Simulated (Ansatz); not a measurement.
Calculation: frozen-core CCSD(T)/def2-TZVPP // PBE0-D4/def2-TZVP (Ansatz, a quantum-chemistry and plane-wave program).

Ansatz 0.2 input:
```yaml
crystal:
  periodic: [false, false, false]
  atoms:
    - { symbol: O, position_ang: [1.120278, -0.104979, 0.399828] }
    - { symbol: Si, position_ang: [-0.522318, 0.00488, 0.445383] }
    - { symbol: H, position_ang: [1.574661, -0.07785, -0.444075] }
    - { symbol: H, position_ang: [-1.004338, 1.302785, -0.11627] }
    - { symbol: H, position_ang: [-1.171358, -1.124411, -0.286603] }
basis:
  gaussian: { orbitals: def2-TZVPP }
correlation:
  method: ccsd_t
magnetization:
  spin_polarized: true
  initial_magnetization: 1
```

Output:

```
Functional definition: HF
673 factors; integrals over basis functions are off by at most 1.3e-3 eV
mean field evaluation 1: about -9945.5274 eV, gradient 2.5e1 eV
mean field evaluation 2: about -9945.5295 eV, gradient 2.5e1 eV
mean field evaluation 4: about -9948.0045 eV, gradient 2.2e0 eV
mean field evaluation 8: about -9948.0727 eV, gradient 1.4e-3 eV
mean field evaluation 16: about -9948.0686 eV, gradient 2.3e-1 eV
mean field evaluation 32: about -9942.9839 eV, gradient 9.5e-3 eV
mean field -9948.07269763 eV, -365.5849285921 hartree, gradient 8.8e-6 eV, S^2 0.753539; 0 other end points of the search recorded, 0 dependent functions left out
6 core orbitals not correlated
reference -9948.07269763 eV, -365.5849285921 hartree; 7, 6 occupied and 102, 103 virtual orbitals, 673 factors
second order -9.49649849 eV of doubles, -0.00000000 eV of singles
cycle   1  -9.73897484 eV  change   -2.4e-1 eV  update   7.0e-2
cycle   2  -10.00143059 eV  change   -2.6e-1 eV  update   2.3e-2
cycle   3  -10.06400921 eV  change   -6.3e-2 eV  update   1.2e-2
cycle   4  -10.05852532 eV  change    5.5e-3 eV  update   3.6e-3
cycle   5  -10.05862116 eV  change   -9.6e-5 eV  update   1.8e-3
cycle   6  -10.05894169 eV  change   -3.2e-4 eV  update   6.2e-4
cycle   7  -10.05884556 eV  change    9.6e-5 eV  update   2.4e-4
cycle   8  -10.05891354 eV  change   -6.8e-5 eV  update   7.4e-5
cycle   9  -10.05892551 eV  change   -1.2e-5 eV  update   2.4e-5
cycle  10  -10.05891641 eV  change    9.1e-6 eV  update   9.1e-6
perturbative correction -0.32331625 eV, -0.0118816530 hartree
Total energy: -9958.45493030 eV, -365.9664686052 hartree
```

Cost: around 18 core-seconds (rough).
